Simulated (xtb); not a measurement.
C6H8, SMILES C#CC1(C)CC1. All values are semi-empirical tight-binding results from xtb (GFN2-xTB unless named), good for trends rather than for accurate numbers. Geometry: GFN2-xTB.

Question: Estimate the properties. (The exact figures need the calculation; the answer reports its results.)

Answer: 
```
Item                                            Value
--------------------------------------  -------------
point group as xtb finds it                        Cs
orbital gap                                   6.24 eV
dipole moment                                  0.67 D
zero-point energy                       73.2 kcal/mol
G − E(el) at 298.15 K (modified RRHO)   54.4 kcal/mol
static polarisability (D4 model)           64.5 bohr³
solvation energy, GFN2-xTB/ALPB(water)  -1.0 kcal/mol
solvation energy, GFN2-xTB/ALPB(dmso)   -5.3 kcal/mol
```

Computed IR lines (harmonic; lines under 4 % of the strongest left out, lines within 3 cm⁻¹ merged):
ν (cm⁻¹): 467 (w), 654 (m), 669 (m), 923 (w), 937 (w), 976 (m), 1095 (m), 1283 (w), 1365 (w), 1498 (w), 2282 (m), 3015 (s), 3024 (s), 3035 (m), 3086 (s), 3093 (m), 3109 (vs), 3396 (w) (against the strongest line: vs over 80 %, s over 45 %, m over 15 %, w over 4 %, vw less)
